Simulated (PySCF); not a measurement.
Geometry:
```csv
atom,x (Å),y (Å),z (Å)
Be1,0.691,-1.232,0.202
S2,1.512,-0.169,-1.372
Be3,-0.548,0.027,-1.318
S4,-1.307,-1.560,-0.228
Be5,-1.053,0.118,0.956
S6,0.787,-0.040,1.891
Be7,0.910,1.087,0.159
S8,-0.991,1.768,-0.292
```

Geometry: PBE0-D3(BJ)/def2-SVP; GIAO absolute shieldings from PySCF, gas phase, non-relativistic, averaged over equivalent atoms.

At PBE0/pcSseg-1 (144 basis functions, 11 s wall time on 1 thread of an Arm Neoverse V2, shared host):
```csv
atoms,σ (ppm)
Be1/Be3/Be5/Be7,82.2
S2/S4/S6/S8,474.4
```

Question: Estimate the result of repeating the calculation with KT2/pcSseg-1.

Answer: 
```tsv
atoms	σ at KT2/pcSseg-1	change
Be1/Be3/Be5/Be7	78.9	-3.3
S2/S4/S6/S8	441.3	-33.1
```

The largest change is at S2/S4/S6/S8 (sulfur bonded to 3 Be). Cost: 144 basis functions, 14 s wall time on 1 thread of an Arm Neoverse V2, shared host.
